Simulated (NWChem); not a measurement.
All runs are NWChem calculations. System: H4Al2F2, charge 0, spin multiplicity 1, at a geometry optimised with B3LYP/def2-SVP. The structure started from a generated list of species. Level: EOM-CCSD/6-31+G* (spherical d), 12 core orbitals frozen.

The NWChem input:

```
start mol
memory heap 100 mb stack 700 mb global 1900 mb
geometry units angstroms nocenter noautoz
  Al     0.000000     0.000000    -1.424920
  Al     0.000000     0.000000     1.424920
  F     -1.181516     0.000000     0.000000
  H      0.000000     1.414622    -2.111925
  H      0.000000    -1.414622    -2.111925
  F      1.181516     0.000000     0.000000
  H      0.000000     1.414622     2.111925
  H      0.000000    -1.414622     2.111925
  symmetry group D2h
end
basis spherical
  * library 6-31+g*
end
scf
  rhf
  nopen 0
  maxiter 100
  thresh 1e-7
  semidirect memsize 60000000 filesize 0
end
tce
  freeze core 12
  ccsd
  nroots 1
  2eorb
  2emet 13
  thresh 1e-5
  maxiter 200
  tilesize 24
end
task tce energy
```

NWChem printed:

```
             Northwest Computational Chemistry Package (NWChem) 7.3.0
             --------------------------------------------------------

                                NWChem Input Module
                                -------------------

 Scaling coordinates for geometry "geometry" by  1.889725989
 (inverse scale =  0.529177249)

 Turning off AUTOSYM since
 SYMMETRY directive was detected!

                             Geometry "geometry" -> ""
                             -------------------------

 Output coordinates in angstroms (scale by  1.889725989 to convert to a.u.)

  No.       Tag          Charge          X              Y              Z
 ---- ---------------- ---------- -------------- -------------- --------------
    1 Al                  13.0000     0.00000000     0.00000000    -1.42492000
    2 Al                  13.0000     0.00000000     0.00000000     1.42492000
    3 F                    9.0000    -1.18151600     0.00000000     0.00000000
    4 H                    1.0000     0.00000000     1.41462200    -2.11192500
    5 H                    1.0000     0.00000000    -1.41462200    -2.11192500
    6 F                    9.0000     1.18151600     0.00000000     0.00000000
    7 H                    1.0000     0.00000000     1.41462200     2.11192500
    8 H                    1.0000     0.00000000    -1.41462200     2.11192500

 Effective nuclear repulsion energy (a.u.)     222.4586335969

            Nuclear Dipole moment (a.u.)
            ----------------------------
        X                 Y               Z
 ---------------- ---------------- ----------------
     0.0000000000     0.0000000000     0.0000000000

      Symmetry information
      --------------------

 Group name             D2h
 Group number             26
 Group order               8
 No. of unique centers     3

      Symmetry unique atoms

     1    3    4


 Summary of "ao basis" -> "" (spherical)
 ------------------------------------------------------------------------------
       Tag                 Description            Shells   Functions and Types
 ---------------- ------------------------------  ------  ---------------------
 *                          6-31+g*                   on all atoms

 Summary of "ao basis" -> "ao basis" (spherical)
 ------------------------------------------------------------------------------
       Tag                 Description            Shells   Functions and Types
 ---------------- ------------------------------  ------  ---------------------
 Al                         6-31+g*                 10       22   5s4p1d
 F                          6-31+g*                  8       18   4s3p1d
 H                          6-31+g*                  2        2   2s

                                 NWChem SCF Module
                                 -----------------

  ao basis        = "ao basis"
  functions       =    88
  atoms           =     8
  closed shells   =    24
  open shells     =     0
  charge          =   0.00
  wavefunction    = RHF
  use symmetry    = T
  symmetry adapt  = T

 Summary of "ao basis" -> "ao basis" (spherical)
 ------------------------------------------------------------------------------
       Tag                 Description            Shells   Functions and Types
 ---------------- ------------------------------  ------  ---------------------
 Al                         6-31+g*                 10       22   5s4p1d
 F                          6-31+g*                  8       18   4s3p1d
[...]
 Iteration   3 using    3 trial vectors
   0.0824940517162   0.3452861475965    9.39572     6.8     6.8

 Iteration   4 using    4 trial vectors
   0.0859848158796   0.3306850555875    8.99840     6.5     6.5

 Iteration   5 using    5 trial vectors
   0.0543167721026   0.3180536201257    8.65468     7.1     7.1

 Iteration   6 using    6 trial vectors
   0.0396300080754   0.3143694755896    8.55443     6.8     6.8

 Iteration   7 using    7 trial vectors
   0.0380750920914   0.3128641834026    8.51347     6.9     6.9

 Iteration   8 using    8 trial vectors
   0.0379030792734   0.3105876505692    8.45152     6.5     6.5

 Iteration   9 using    9 trial vectors
   0.0585900672801   0.3068563282318    8.34999     6.8     6.8

 Iteration  10 using   10 trial vectors
   0.0469638913943   0.3022020093289    8.22334     6.5     6.5

 Iteration  11 using   11 trial vectors
   0.0241608362987   0.3005206223664    8.17759     6.1     6.1

 Iteration  12 using   12 trial vectors
   0.0119140515241   0.3001296636458    8.16695     6.5     6.5

 Iteration  13 using   13 trial vectors
   0.0053066199375   0.2999798167887    8.16287     6.5     6.5

 Iteration  14 using   14 trial vectors
   0.0032198124135   0.2999446685701    8.16191     6.5     6.5

 Iteration  15 using   15 trial vectors
   0.0020294493633   0.2999535585377    8.16216     6.7     6.7

 Iteration  16 using   16 trial vectors
   0.0012621468399   0.2999470530589    8.16198     6.7     6.7

 Iteration  17 using   17 trial vectors
   0.0005400029781   0.2999382427299    8.16174     6.8     6.8

 Iteration  18 using   18 trial vectors
   0.0002706122873   0.2999356076456    8.16167     6.5     6.5

 Iteration  19 using   19 trial vectors
   0.0001485348591   0.2999364225911    8.16169     6.2     6.2

 Iteration  20 using   20 trial vectors
   0.0000785432320   0.2999372862785    8.16171     6.7     6.7

 Iteration  21 using   21 trial vectors
   0.0000426439999   0.2999370168112    8.16170     6.9     6.9

 Iteration  22 using   22 trial vectors
   0.0000196078872   0.2999368418471    8.16170     6.8     6.8

 Iteration  23 using   23 trial vectors
   0.0000103678978   0.2999368993193    8.16170     6.4     6.4

 Iteration  24 using   24 trial vectors
   0.0000048454070   0.2999369313232    8.16170     6.5     6.5
 --------------------------------------------------------------
 Iterations converged
 ------------------

 Excited state root  1
 Excitation energy / hartree =        0.299936931323192
                   / eV      =        8.161702643253868
 largest EOMCCSD amplitudes: R1 and R2

 Singles contributions
    27ag  (alpha) ---    23b3g (alpha)       -0.1284218893
    29ag  (alpha) ---    23b3g (alpha)        0.7068515220
    35ag  (alpha) ---    23b3g (alpha)       -0.3669139138
    37ag  (alpha) ---    23b3g (alpha)       -0.1260912214
    26b1u (alpha) ---    24b2u (alpha)       -0.2719441271
    32b1u (alpha) ---    24b2u (alpha)       -0.1903931260
    36b1u (alpha) ---    24b2u (alpha)        0.2785746677

 Doubles contributions

 =========================================
 Excited-state calculation ( b3u symmetry)
 =========================================
 Dim. of EOMCC iter. space      500

 EOMCCSD SOLVER TYPE  1
  maxdiff =   0.57808889782885908

 No. of initial right vectors    1

 EOM-CCSD right-hand side iterations
 --------------------------------------------------------------
      Residuum       Omega / hartree  Omega / eV    Cpu    Wall
 --------------------------------------------------------------

 Iteration   1 using    1 trial vectors
   0.3313846672943   0.4681378641180   12.73868     9.4     9.4

 Iteration   2 using    2 trial vectors
   0.1326575801591   0.4035789517567   10.98195     6.3     6.3

 Iteration   3 using    3 trial vectors
   0.0907721254574   0.3926300015448   10.68401     6.3     6.3

 Iteration   4 using    4 trial vectors
   0.0783338645069   0.3815598289643   10.38278     6.4     6.4

 Iteration   5 using    5 trial vectors
   0.0583953606506   0.3729901441327   10.14958     6.6     6.6

 Iteration   6 using    6 trial vectors
   0.0432103512548   0.3678792895968   10.01051     6.6     6.6

 Iteration   7 using    7 trial vectors
   0.0279272169829   0.3664713871254    9.97220     6.4     6.4

 Iteration   8 using    8 trial vectors
   0.0199386312286   0.3659214021487    9.95723     6.6     6.6

 Iteration   9 using    9 trial vectors
   0.0130383514928   0.3655117977319    9.94609     6.2     6.2

 Iteration  10 using   10 trial vectors
   0.0069576653664   0.3653388975889    9.94138     6.2     6.2

 Iteration  11 using   11 trial vectors
   0.0038509799727   0.3652968141680    9.94024     6.4     6.4

 Iteration  12 using   12 trial vectors
   0.0022384454554   0.3653079815804    9.94054     7.7     7.7

 Iteration  13 using   13 trial vectors
   0.0011873825005   0.3653237769103    9.94097     7.3     7.3

 Iteration  14 using   14 trial vectors
   0.0005634350337   0.3653196139200    9.94086     6.7     6.7

 Iteration  15 using   15 trial vectors
   0.0003356229811   0.3653170695034    9.94079     6.7     6.7

 Iteration  16 using   16 trial vectors
   0.0001836388708   0.3653164626602    9.94077     6.7     6.7

 Iteration  17 using   17 trial vectors
   0.0001095649114   0.3653152846186    9.94074     6.7     6.7

 Iteration  18 using   18 trial vectors
   0.0000764306881   0.3653146513456    9.94072     6.7     6.7

 Iteration  19 using   19 trial vectors
   0.0000520734024   0.3653149326785    9.94073     7.2     7.2

 Iteration  20 using   20 trial vectors
   0.0000322894816   0.3653153105531    9.94074     7.3     7.3

 Iteration  21 using   21 trial vectors
   0.0000135681036   0.3653154729452    9.94074     7.0     7.0

 Iteration  22 using   22 trial vectors
   0.0000057130596   0.3653154545063    9.94074     7.7     7.7
 --------------------------------------------------------------
 Iterations converged
 ------------------

 Excited state root  1
 Excitation energy / hartree =        0.365315454506281
                   / eV      =        9.940743534021937
 largest EOMCCSD amplitudes: R1 and R2

 Singles contributions
    28b2g (alpha) ---    22b1u (alpha)       -0.5363124441
    34b2g (alpha) ---    22b1u (alpha)       -0.2936067133
    25b3u (alpha) ---    21ag  (alpha)       -0.6224648515
    33b3u (alpha) ---    21ag  (alpha)       -0.3090267090

 Doubles contributions

 Task  times  cpu:     1197.6s     wall:     1197.6s

 Total times  cpu:     1197.7s     wall:     1197.7s
```
